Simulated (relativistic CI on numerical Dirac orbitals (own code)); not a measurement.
These numbers are calculated, not measured: Dirac-Coulomb-Breit CI, orbitals from a KLI potential per configuration, model QED, valence Slater integrals scaled by 0.9, P86 correlation estimate, and configurations built on the next ion tied to the tabulated ionisation energy (semi-empirical) (own radial code, finite nucleus).

Configuration list (outside the closed core 1s2): 2s²2p⁶, 2s²2p⁵3s, 2s²2p⁵3p, 2s²2p⁵3d, 2s²2p⁵4s, 2s2p⁶3s, 2s2p⁶3p, 2s²2p⁵4p, 2s²2p⁵4d, 2s²2p⁵4f, 2s2p⁶3d, 2s²2p⁴3s², 2s²2p⁴3s3p, 2s2p⁶4s, 2s²2p⁴3p², 2s²2p⁴3s3d, 2s2p⁶4p, 2s2p⁶4d, 2s2p⁶4f, 2s²2p⁴3p3d, 2s2p⁵3s², 2s²2p⁴3d², 2s2p⁵3s3p, 2s2p⁵3p². Levels of other configurations are missing.

Configurations that consist of the next ion and one excited electron were tied to the tabulated ionisation energy; Rydberg ones are usually within 1,000 to 3,000 cm⁻¹ and the lowest ones within about 6,000 (9,000 in d shells), while levels on excited terms of the next ion carry the error of that term, and the other configurations can be misplaced by 10,000 cm⁻¹ or more. Rates follow the energies as ν³ (E1, M1) or ν⁵ (E2), so rates, branching and lifetimes can be off by large factors.

Outline of the computed level scheme of Ar IX. Lowest level of each configuration: 2s²2p⁶ ¹S0 at 0.000 eV; 2s²2p⁵3s ³P°2 at 251.720 eV; 2s²2p⁵3p ³S1 at 267.345 eV; 2s²2p⁵3d ³P°0 at 291.996 eV; 2s2p⁶3s ³S1 at 329.425 eV; 2s²2p⁵4s ³P°2 at 335.109 eV; 2s²2p⁵4p ³S1 at 341.771 eV; 2s2p⁶3p ³P°0 at 347.280 eV.

Some strong electric-dipole decays among the lowest 45 levels: 2s²2p⁵3d ¹P°1 → 2s²2p⁶ ¹S0 (2.8e+12 s⁻¹); 2s²2p⁵3d ³D°1 → 2s²2p⁶ ¹S0 (1.8e+11 s⁻¹); 2s²2p⁵3s ¹P°1 → 2s²2p⁶ ¹S0 (1.6e+11 s⁻¹); 2s²2p⁵3s ³P°1 → 2s²2p⁶ ¹S0 (7.4e+10 s⁻¹); 2s²2p⁵4s ¹P°1 → 2s²2p⁶ ¹S0 (4.5e+10 s⁻¹); 2s²2p⁵4s ³P°1 → 2s²2p⁶ ¹S0 (4.5e+10 s⁻¹); 2s²2p⁵4s ³P°1 → 2s²2p⁵3p ¹D2 (2.4e+10 s⁻¹); 2s²2p⁵4s ³P°2 → 2s²2p⁵3p ³D3 (2.4e+10 s⁻¹).

LS names give the leading component of a level, which can be under half, so a name can repeat, a term be missing and a line seem to break the LS rules.
